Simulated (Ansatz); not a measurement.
The cluster Na₄Li. Charge 0, multiplicity 2. Geometry PBE/def2-TZVP; atoms count from 1.

Cartesian coordinates in Å:
```
Li 0.468 0.221 -0.676
Na 3.247 -1.063 0.178
Na 0.448 -1.290 2.140
Na -1.747 1.804 -2.333
Na -2.416 0.329 0.690
```

The structure comes from a short search, and lower isomers may exist.

Question: Estimate the Mulliken populations from the PBE0/def2-TZVP orbitals of Ansatz.

Answer: 
| atom | charge (e) | spin (α − β) |
| --- | --- | --- |
| Li1 | 0.06 | 0.18 |
| Na2 | -0.05 | 0.22 |
| Na3 | 0.02 | 0.18 |
| Na4 | -0.05 | 0.22 |
| Na5 | 0.02 | 0.18 |
Mulliken values and Mayer orders depend strongly on the basis.

Question: Where does the spin sit?

Answer: Summed by element: Li 0.18, Na 0.82, of 1 unpaired in all. Largest on single atoms: Na2 0.22, Na4 0.22, Na3 0.18.

Question: And the Mayer bond orders between bonded heavy atoms (over 0.3)?

Answer: Li1–Na2 0.44 (3.18 Å); Li1–Na3 0.30 (3.20 Å); Li1–Na4 0.44 (3.19 Å); Li1–Na5 0.30 (3.19 Å); Na2–Na3 0.46 (3.43 Å); Na3–Na5 0.35 (3.60 Å); Na4–Na5 0.46 (3.43 Å).
